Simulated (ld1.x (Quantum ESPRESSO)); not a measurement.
Before and after: PAW potential for lutetium (Lu)

Lu (Z = 71), PAW, made with ld1.x (Quantum ESPRESSO) 7.5 (PBE, scalar-relativistic). Core [Xe], reference 4f14 5d1 6s2 6p0. Waves: 6s (bound): rcut 2.85, rcutus 3.55 bohr; 6s channel at 0.05 Ry: rcut 2.85, rcutus 3.55 bohr; 6p (bound, empty): rcut 3.25, rcutus 3.50 bohr; 6p channel at 1.75 Ry: rcut 3.25, rcutus 3.50 bohr; 5d (bound): rcut 2.70, rcutus 3.15 bohr; 5d channel at 0.25 Ry: rcut 2.70, rcutus 3.15 bohr; 4f (bound): rcut 0.50, rcutus 0.60 bohr; 4f channel at 0.45 Ry: rcut 0.50, rcutus 0.60 bohr. Local part: all-electron potential smoothed inside 3.45 bohr (lloc = -1). Core correction: a·sin(br)/r model core, default radius (ld1.x builds one for every PAW set, though the input has nlcc=.false.). Augmentation charge: PSQ, inside the norm-conserving radii.

Change: core correction a·sin(br)/r model core inside 0.30 bohr.

Cutoffs: the cutoffs (Ry, on a coarse ladder) from which the occupation-weighted sum of valence levels, in a spherical-Bessel basis at the reference potential, stays within 10 and 1 mRy of its value at 400 Ry; they do not see the model core or the augmentation charge, which bear on the density cutoff. Errors are all-electron minus pseudo energies relative to the spin-unpolarised reference configuration.

Problem. Predict the effect on cutoff, ghosts and configuration errors.

Solution. The number of tests that count goes from 6 to 7; of the 6 tests that both files solve, the error grows in 5 and shrinks in 0 by more than 15 % and 0.3 meV (median size 3.4 → 6.6 meV); neither file shows a bound ghost at the reference potential, the only one tested. The default core radius of the base comes out at 0.57 bohr. A model core, the more so a compact one, raises the density cutoff, which this test does not measure.

```tsv
quantity	base	changed
cutoff, loose	over 300 Ry	over 300 Ry
cutoff, tight	over 300 Ry	over 300 Ry
bound ghosts	none	none
tests counted (converged, no solver errors)	6 of 7	7 of 7
error for 4f14 5d1 6s1 6p0, meV [ΔE 7.37 eV]	-3.0	-4.7
error for 4f14 5d1 6s0 6p0, meV [ΔE 20.64 eV]	-13	-30
error for 4f14 5d1 6s0 6p2, meV [ΔE 7.03 eV]	-5.3	-8.5
error for 4f14 5d1 6s1 6p1, meV [ΔE 3.42 eV]	-0.8	-2.4
error for 4f14 5d1.5 6s1.5 6p0, meV [ΔE 1.48 eV]	-3.8	-4.3
error for 4f14 5d2 6s0 6p0, meV [ΔE 9.89 eV]	-0.7	-21
s: phases at 3.83 bohr within 0.05 rad from the reference energy up to (Ry; the scan ends near 5)	1.5	1.5
p: phases at 3.83 bohr within 0.05 rad from the reference energy up to (Ry; the scan ends near 5)	n/a	n/a
d: phases at 3.83 bohr within 0.05 rad from the reference energy up to (Ry; the scan ends near 5)	4.1	4.1
f: phases at 3.83 bohr within 0.05 rad from the reference energy up to (Ry; the scan ends near 5)	2.9	2.9
lowest overlap eigenvalue by channel	s 0.37, p 0.66, d 1.00, f 1.00	s 0.37, p 0.66, d 1.00, f 1.00
```

Base: Tests not counted: 4f14 5d0 6s0 6p0 (solver errors, printed error -3459 eV).
